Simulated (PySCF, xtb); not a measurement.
C6H9O, SMILES C1CCC(=O)C[CH]1, multiplicity 2. Other conformers were not sampled.

Harmonic wavenumbers (cm⁻¹) from GFN2-xTB (xtb) at its own minimum, in rising order: 111, 176, 266, 376, 407, 484, 499, 575, 633, 790, 862, 891, 912, 962, 981, 1028, 1058, 1073, 1108, 1161, 1172, 1180, 1189, 1230, 1282, 1290, 1312, 1334, 1444, 1464, 1475, 1484, 1732, 2934, 2965, 2973, 2983, 2991, 3005, 3008, 3035, 3123.

Question: What does B3LYP-D3(BJ)/def2-SVP in PySCF give at its own minimum? (An estimate is asked for; the answer gives what the named calculation found.)

Answer: 91, 123, 258, 358, 400, 431, 492, 530, 668, 751, 814, 859, 870, 924, 981, 1037, 1059, 1075, 1109, 1175, 1185, 1232, 1259, 1307, 1338, 1349, 1356, 1384, 1410, 1437, 1447, 1471, 1844, 2890, 2914, 3012, 3037, 3078, 3086, 3104, 3115, 3188. Paired by order, the mean absolute difference is 41 cm⁻¹ and the zero-point energies are 84.3 and 85.0 kcal/mol.
